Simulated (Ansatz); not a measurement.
Basis sets compared for the cluster Ag8Te4⁺. The state is a doublet with charge 1. Geometry PBE-D4/def2-SVP. Ansatz on 2 threads of AMD EPYC 7R13 on a shared host and a share (18 GiB) of an NVIDIA H100 80GB HBM3; times are rough, and most runs start from earlier orbitals.

```
atom   x (Å)   y (Å)   z (Å)
 Ag1  -1.395  -2.522   1.339
 Ag2  -1.426   0.355   0.951
 Ag3  -0.425   2.640  -0.497
 Ag4   0.719   0.977  -2.435
 Ag5  -3.155  -1.570  -0.515
 Ag6   2.455  -0.184  -0.442
 Ag7   1.295   1.505   1.524
 Ag8  -0.237  -1.373  -1.060
 Te9   2.383   2.558  -0.790
Te10   1.534  -2.408   0.865
Te11   0.338  -0.670   2.887
Te12  -2.085   0.691  -1.825
```

In the def2 sets Ag, Te take a core potential; there is no spin–orbit coupling. Single mean-field runs in def2-TZVP are fitted with def2-universal-jkfit. Another isomer (doublet) lies 0.52 eV lower at PBE0-D4/def2-TZVP; other spin states weren't run for this one.

| level | functions | energy (Eh) | HOMO (eV) | LUMO (eV) | wall time |
| --- | --- | --- | --- | --- | --- |
| PBE-D4/def2-SVP | 352 | -2248.1810 | -7.97 | -7.61 | 12 s |
| PBE0-D4/def2-SVP | 352 | -2248.0962 | -8.63 | -6.90 | 40 s |

**Question.** Estimate the rows for PBE-D4/def2-TZVP (with forces), PBE0-D4/def2-TZVP.

**Answer.** 
```json
{"level": "PBE-D4/def2-TZVP (with forces)", "functions": "520", "energy (Eh)": "-2248.5357", "HOMO (eV)": "-7.96", "LUMO (eV)": "-7.60", "wall time": "14 s"}
{"level": "PBE0-D4/def2-TZVP", "functions": "520", "energy (Eh)": "-2248.4347", "HOMO (eV)": "-8.60", "LUMO (eV)": "-6.86", "wall time": "18 s"}
```
